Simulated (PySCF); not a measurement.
## Electronic absorption of C6H9FSi

C6H9FSi.
Atom-mapped SMILES: `[CH:1]#[C:2][C@@H:3]1[SiH2:4][CH2:5][CH2:6][C@H:7]1[F:8]` (hydrogens: H9 on C1; H10 on C3; H11, H12 on Si4; H13, H14 on C5; H15, H16 on C6; H17 on C7)

Method: PySCF, TDDFT PBE0/def2-SVPD, vertical, gas phase, core orbitals frozen in the response. Geometry: GFN2-xTB, one conformer, isolated molecule.

Predict the UV-vis stick spectrum at this level.

```
state  E (eV)  ν̃ (cm⁻¹)       f  |μ| (D)   main configurations (H = HOMO, L = LUMO)
   S1    6.35      51250  0.0009     0.20      H→L+2 (57%), H→L+1 (17%), H→L+3 (10%)
   S2    6.67      53830   0.033     1.14       H→L (46%), H-1→L+2 (15%), H→L+1 (9%)
   S3    6.88      55470  0.0041     0.40    H-1→L (39%), H-1→L+3 (23%), H→L+1 (12%)
   S4    6.93      55880   0.013     0.70       H→L+1 (57%), H→L+3 (13%), H→L+2 (8%)
   S5    6.98      56320   0.015     0.75        H→L (43%), H→L+3 (26%), H→L+2 (16%)
   S6    7.38      59500   0.016     0.76               H-1→L+1 (78%), H-1→L+3 (13%)
   S7    7.50      60490  0.0011     0.19  H-1→L (49%), H-1→L+3 (22%), H-1→L+2 (20%)
   S8    7.69      62020   0.092     1.78                   H→L+4 (52%), H→L+3 (22%)
```

Triplets, Tamm–Dancoff:

| state | E (eV) | λ (nm) | main configurations (H = HOMO, L = LUMO) |
| --- | --- | --- | --- |
| T1 | 5.35 | 231.8 | H-1→L+2 (23%), H→L+3 (16%), H→L (14%) |
| T2 | 5.78 | 214.4 | H→L+2 (42%), H→L+3 (11%), H→L+1 (10%) |
| T3 | 5.84 | 212.3 | H-1→L+2 (32%), H→L (15%), H→L+3 (12%) |

The lowest singlet comes at 195 nm (613 kJ/mol) in the vacuum ultraviolet; it is very weak; its leading configuration is HOMO→LUMO+2 (57%). The most intense listed level is S8 at 7.69 eV (161 nm, f = 0.092), 1.34 eV above S1. It is the last of those listed, so stronger ones may follow. Löwdin shares by element: HOMO carbon 75% or more, silicon 9% (atoms not listed hold the other 16%); LUMO silicon 36%, hydrogen 22% or more, carbon 9% or more (atoms not listed hold the other 34%). Weighted by f, the mean energy of these states is 7.33 eV. The listed states span 1.34 eV, and the widest gap between neighbours is 0.39 eV (S5 to S6). Of the 8 states listed, 5 reach f = 0.01 and none stays under 0.0005. No computed singlet lies in the visible range (380 to 750 nm); the lowest, at 195 nm, stands 3.09 eV above its violet end (3.26 eV). Only the lowest 8 singlets were computed, as vertical energies without vibronic structure.

Hardware: an Arm Neoverse N1 with one thread, no GPU (shared host). Cost: 85 s, 0.97 GiB resident at most.
